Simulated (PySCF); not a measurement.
## Magnetisability: `CO[C@H](F)CCO`, C4H9FO2

Geometry:
```json
{"atom": "C1", "x (Å)": "-2.072", "y (Å)": "1.161", "z (Å)": "0.123"}
{"atom": "O2", "x (Å)": "-0.827", "y (Å)": "0.741", "z (Å)": "0.653"}
{"atom": "C3", "x (Å)": "-0.527", "y (Å)": "-0.579", "z (Å)": "0.439"}
{"atom": "F4", "x (Å)": "-1.371", "y (Å)": "-1.376", "z (Å)": "1.209"}
{"atom": "C5", "x (Å)": "0.918", "y (Å)": "-0.840", "z (Å)": "0.849"}
{"atom": "C6", "x (Å)": "1.887", "y (Å)": "-0.458", "z (Å)": "-0.272"}
{"atom": "O7", "x (Å)": "1.604", "y (Å)": "0.791", "z (Å)": "-0.847"}
{"atom": "H8", "x (Å)": "-2.897", "y (Å)": "0.609", "z (Å)": "0.579"}
{"atom": "H9", "x (Å)": "-2.161", "y (Å)": "2.218", "z (Å)": "0.361"}
{"atom": "H10", "x (Å)": "-2.093", "y (Å)": "1.020", "z (Å)": "-0.963"}
{"atom": "H11", "x (Å)": "-0.723", "y (Å)": "-0.891", "z (Å)": "-0.603"}
{"atom": "H12", "x (Å)": "1.115", "y (Å)": "-0.245", "z (Å)": "1.743"}
{"atom": "H13", "x (Å)": "1.031", "y (Å)": "-1.895", "z (Å)": "1.096"}
{"atom": "H14", "x (Å)": "2.914", "y (Å)": "-0.476", "z (Å)": "0.125"}
{"atom": "H15", "x (Å)": "1.824", "y (Å)": "-1.180", "z (Å)": "-1.091"}
{"atom": "H16", "x (Å)": "1.370", "y (Å)": "1.410", "z (Å)": "-0.145"}
```

The calculation used GIAO PBE0/pcSseg-1 magnetisability, rotational g tensor and spin-rotation constants, non-relativistic, gas phase in PySCF 2.14.0. Geometry: GFN2-xTB.

What are the magnetisability and the molar susceptibility?

Isotropic -1073 × 10⁻³⁰ J/T², or -64.6 × 10⁻⁶ cm³/mol; principal values -1156, -1088, -974 × 10⁻³⁰ J/T², anisotropy 159 × 10⁻³⁰ J/T² (root of half the summed squared differences of the principal values). The susceptibility is in cgs units.

Split it along the inertial axes a, b, c into diamagnetic and paramagnetic parts about the centre of mass, with the quadrupole moment.


```csv
axis,χ (10⁻⁶ cm³/mol),diamagnetic (10⁻⁶ cm³/mol),paramagnetic (10⁻⁶ cm³/mol),summed x² of all electrons (Å²),quadrupole Θ (D Å)
a,-66.2,-409.9,343.7,147.1,-2.40
b,-68.3,-707.6,639.3,76.9,+0.29
c,-59.3,-950.6,891.3,19.7,+2.11
```
Anisotropies 2χaa − χbb − χcc = -4.8 and 2χbb − χaa − χcc = -11.1 × 10⁻⁶ cm³/mol. Θ is traceless in Buckingham's convention.

And the rotational g tensor?


| axis | rotational constant (GHz) | g | nuclear part | electronic part |
| --- | --- | --- | --- | --- |
| a | 3.7341 | -0.0135 | 0.5894 | -0.6029 |
| b | 1.9294 | -0.0065 | 0.5730 | -0.5795 |
| c | 1.3740 | -0.0112 | 0.5642 | -0.5753 |

Asymmetric top; isotopes 12C, 19F, 1H, 16O; no vibrational averaging.
